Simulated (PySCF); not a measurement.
AlFH₄OSi. Atoms are numbered in the order given.

```xyz
8

Al    -0.4339     0.2256    -0.2521
F     -1.7221    -0.7011    -0.7689
O     -0.4779     1.8974    -0.5184
H     -1.1768     2.3961    -0.9453
Si     1.4653    -0.7948     0.8570
H      2.4750     0.2374     1.2439
H      2.1250    -1.7914    -0.0446
H      1.0256    -1.5177     2.0920
```

The structure is a stationary point at PBE0-D3(BJ)/def2-SVP. One conformer was computed; it need not be the lowest.

Computed with KT2/pcSseg-1 (PySCF).

GIAO shieldings, no solvent; atoms alike by connectivity are averaged. δ = σ(ref) − σ: ¹⁹F against CFCl3 (σ = 127.1 ppm); ¹⁷O against H2O (σ = 330.4 ppm); ¹H against TMS (σ = 31.47 ppm); ²⁹Si against TMS (σ = 361.9 ppm), references at their B3LYP-D3(BJ)/def2-TZVP geometries, non-relativistic.

```
nucleus       atoms  count  δ (ppm)
-------  ----------  -----  -------
¹⁹F              F2      1   -151.8
¹⁷O              O3      1     66.9
¹H       H6, H7, H8      3     3.48
¹H               H4      1     2.78
²⁹Si            Si5      1   -136.7
```
